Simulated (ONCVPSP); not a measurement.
## What the settings do to the ONCV potential of zirconium (Zr)

Base potential:

ONCVPSP 4.0.1 input, shortened (lines: element, Z, core and valence counts, functional; n l f; lmax; l rc ep ncon nbas qcut; lloc lpopt rc5 dvloc0; l nproj debl; icmod fcfact rcfact), LDA (Perdew-Wang 92), scalar-relativistic:

```
  Zr 40.00    6    5  -001012      upf
    1    0    2.00
    2    0    2.00
    2    1    6.00
    3    0    2.00
    3    1    6.00
    3    2   10.00
    4    0    2.00
    4    1    6.00
    4    2    2.00
    5    0    1.50
    5    1    0.50
    2
    0    2.35    0.00    3    6    5.00
    1    2.55    0.00    4    8    4.70
    2    3.10    0.00    3    7    5.60
    4    5    1.70    0.00
    0    2    1.80
    1    3    1.40
    2    1    2.30
    3    3.25    1.30
```

All-electron outer shells of the reference configuration (LDA (PZ), scalar-relativistic, ld1.x):

| shell | level (eV) | outermost node (bohr) | outermost maximum (bohr) |
| --- | --- | --- | --- |
| 3p | -317.88 | 0.18 | 0.40 |
| 3d | -175.58 | – | 0.35 |
| 4s | -55.15 | 0.55 | 1.08 |
| 4p | -33.13 | 0.56 | 1.17 |
| 5s | -4.98 | 1.46 | 3.08 |
| 4d | -4.28 | 0.58 | 1.61 |
| 5p | -1.87 | 1.69 | 4.10 |

Cutoffs, loose and tight: the cutoffs (Ha) at which the residual kinetic energy of the hardest occupied pseudo-wave falls to 1 and 0.1 mHa per electron. They do not see the model core or the augmentation charge, which bear on the density cutoff. Test errors are all-electron minus pseudo excitation energies from the reference, over the configurations 4s2 4p6 4d2 5s2 5p0; 4s2 4p6 4d2 5s1 5p0; 4s2 4p6 4d2 5s0 5p0; 4s2 4p6 4d3 5s0 5p0. A dash means not determined; rows that change the core or the reference have their own tests.

A true bound ghost makes a file unfit for plane-wave use even where its test errors are small: the radial tests pick states by their node count and pass the ghost by.

```csv
change,outcome,"cutoff, loose","cutoff, tight",bound ghosts,GHOST(+) flags above zero,largest test error (meV)
base,generated,9.5 Ha,11 Ha,p,none,+13
"reference 4s2 4p6 4d2 5s2; wave 4p+5p: rc 2.55 bohr, ncon 4, nbas 8, qcut 4.7 1/bohr, 3 projectors, debl 1.4 Ha becomes 4p: rc 2.55 bohr, ncon 4, nbas 8, qcut 4.7 1/bohr, 3 projectors, debl 1.4 Ha",generated,9.5 Ha,11 Ha,none,none,+23
p: rc 2.86,generated,9.5 Ha,11 Ha,none,none,+14
functional PBE,generated,9.6 Ha,11 Ha,none,none,+17
core correction none,generated,9.5 Ha,11 Ha,p,none,+17
"core correction Teter function, fcfact 3.25, rcfact 1.84",generated,9.5 Ha,11 Ha,p,none,-13
s: qcut 4.7,generated,9.5 Ha,11 Ha,p,none,+13
"d: ncon 4, nbas 8",generated,9.6 Ha,11 Ha,p,none,+12
"local potential polynomial inside 2.25 bohr (lpopt 5, dvloc0 0 Ha)",generated,9.5 Ha,11 Ha,none,none,+14
"local potential polynomial inside 1.70 bohr (lpopt 5, dvloc0 -3 Ha)",generated,9.5 Ha,11 Ha,none,none,+14
s: nproj 3,generated,9.5 Ha,11 Ha,p,none,+13
```

(1) What comes out with this change to the base: d: qcut 8.3?

(2) What comes out with this change to the base: all radii but the core radius scaled by about 0.92 (s 2.14, p 2.34, d 2.84 bohr); local potential polynomial inside 1.56 bohr (lpopt 5, dvloc0 0 Ha)?

Answers

(1) outcome: generated; cutoff, loose: 11 Ha; cutoff, tight: 13 Ha; bound ghosts: p; GHOST(+) flags above zero: none; largest test error (meV): -9.9.

(2) outcome: generated; cutoff, loose: 10 Ha; cutoff, tight: 12 Ha; bound ghosts: none; GHOST(+) flags above zero: d; largest test error (meV): -9.3.
